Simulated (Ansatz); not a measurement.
Basis-set extrapolation for `CN1B[SiH]1C` (PBE0-D4/def2-TZVP geometry, frozen core, Ansatz 0.2.0). Multiplicity 1, RHF reference.

|  | def2-TZVPP | def2-QZVPP |
| --- | --- | --- |
| HF | -448.532679 | -448.549335 |
| MP2 correlation | -0.777202 | -0.828529 |
| CCSD(T) correlation | -0.862081 | not run |

Energies in hartree. Use E(X) = E(∞) + A·exp(−7.88·√X) for Hartree–Fock and E(X) = E(∞) + B·X^(−2.97) for correlation, with X = 3 and 4, and add CCSD(T) minus MP2 of the smaller set to the MP2 limit.

**Question.** What is the CCSD(T) energy at the basis-set limit?

**Answer.** HF limit: -448.549335 + (-0.016656) × 0.13774 = -448.55163. MP2 limit: -0.828529 + (-0.051327) × 0.74074 = -0.86655. Higher-order term: -0.862081 − (-0.777202) = -0.08488. Total: -449.50306 hartree, 2.95 eV below CCSD(T)/def2-TZVPP.
